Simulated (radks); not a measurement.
Problem. Isoelectronic series with 13 electrons, all held in the configuration [Ne] 3s2 3p1, which need not be the ground one along the series. Method: scalar-relativistic Kohn-Sham, r2SCAN, spin-unpolarised, spherical densities, finite nucleus; meta-GGA in the generalised Kohn-Sham scheme; Fermi nuclear charge, rms radius of each element as measured or else 0.836 A^(1/3) + 0.57 fm; computed with a radial shooting solver on a logarithmic mesh with Libxc functionals. Total energies (hartree) and orbital eigenvalues (hartree):

ion    E (hartree)         3p         3s         2p         2s
Al      -242.78168   -0.09758   -0.29311   -2.62724   -4.10841
Ar5+    -521.33355   -3.00365   -3.64304  -11.88630  -14.41947
V10+    -910.61813   -8.83762   -9.93023  -27.59546  -31.28946
Ni15+  -1411.90537  -17.51037  -19.09420  -49.67174  -54.69502
As20+  -2027.06791  -29.02470  -31.16521  -78.14719  -84.75846
Sr25+  -2758.48920  -43.40242  -46.19883  -113.0833  -121.6598
Tc30+  -3609.08218  -60.67538  -64.26925  -154.5608  -165.6296
I40+   -5682.45289  -104.0739  -109.9116  -257.5451  -275.9753
Ce45+   -6914.3206  -130.3013  -137.7324  -319.2951  -343.1150
Eu50+   -8283.7306  -159.6280  -169.0941  -388.0728  -418.8726

Estimate the row of Cd35+.

Solution. E (hartree) -4582.34782; 3p -80.88345; 3s -85.46917; 2p -202.6769; 2s -216.9527.
